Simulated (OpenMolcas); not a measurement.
# Ar⁺: from RASSCF to RASPT2

```
Program             : OpenMolcas
Basis               : ANO-RCC-VQZP [6s5p3d2f1g]
Scalar Hamiltonian  : DKH2, point nucleus
Active space        : 7 electrons in 9 orbitals (RAS2 3s 3p; RAS3 3d, at most 2 electrons)
State averaging     : 2S+1 = 2 odd, 3 roots; 2S+1 = 2 even, 1 root
Spin-orbit coupling : RASSI with atomic mean-field integrals over the reference wave functions, term energies averaged over their components
```

Methods on the same reference wave functions:
A. RASSCF
B. SS-RASPT2, IPEA 0.25 Eh, imaginary shift 0.1 Eh (closed shells correlated: 2s 2p)

Energies in eV above 3s² 3p⁵ ²P°_3/2, the measured ground level; measured values from NIST Handbook of Basic Atomic Spectroscopic Data.

```csv
Level,A,B,Measured
3s² 3p⁵ ²P°_3/2,0.0000,0.0000,0.0000
3s² 3p⁵ ²P°_1/2,0.1590,0.1590,0.1775
3s 3p⁶ ²S_1/2,14.1045,14.078,13.4798
```

Deviations, from unrounded energies. A percentage is the sum of absolute deviations over the sum of measured energies, with the sign that they share, or ± where signs differ.

```
                  Against measurement  Levels      A      B
       mean absolute deviation (cm-1)       2   2600   2500
fine structure of the ground term (%)       1  -10.4  -10.4
             other configurations (%)       1   +4.6   +4.4
```

A, B lie about equally close to measurement. The largest miss of B in the table is 3s 3p⁶ ²S_1/2, by +4800 cm-1. The ranking rests on the paired levels alone, and a cruder setting can come out closer through cancelling errors.

The lowest spin-free term lies below A's lowest term by 0.160 hartree in B.

Active for correlation alone: 3d; no level in the range computed is led by a configuration that fills it, so any true level of that kind is missing. Some terms mix strongly with configurations of 3d, whose occupation reaches 0.33 (3s 3p⁶ ²S). Without dynamic correlation excited terms often stand tens of per cent too high (terms of higher spin than the ground term too low), and those without a measured partner can miss by more than the paired ones (holds for A). Measured partners are found by configuration, term and J. A level has none where our copy of the source lacks it or the pairing is in doubt (some pairs that miss far off the trend of their configuration count as doubtful), and it then counts in no deviation. Only configurations of the active space appear.

° marks odd parity.
